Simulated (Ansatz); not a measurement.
Cartesian coordinates in Å:
```
C 0.376 -0.237 1.393
Ga -0.039 0.170 -0.465
O 0.816 1.451 -1.362
O -1.267 -0.633 -1.495
H 0.714 -1.270 1.491
H 1.161 0.427 1.754
H -0.510 -0.110 2.018
H 0.505 1.537 -2.267
H -1.758 -1.336 -1.067
```

Total charge 0; spin multiplicity 1.

Task: List the B3LYP/def2-TZVPP orbital energies in eV (the Gaussian-basis code of Ansatz). (Estimate.)

Result: Computed: Occupied: -10137.51, -1249.22, -1106.50, -1106.36, -1106.35, -520.06, -519.94, -276.84, -149.42, -102.90, -102.61, -102.58, -26.58, -26.41, -22.67, -22.61, -22.58, -22.45, -22.19, -18.97, -13.54, -12.65, -11.35, -11.30, -10.29, -8.91, -8.80, -8.35, -8.17. Lowest empty: -0.52, -0.23, 1.04, 1.31, 2.38, 2.64, 2.89, 3.37.

B3LYP here is the variant with VWN-RPA as its local correlation; programs differ in this.
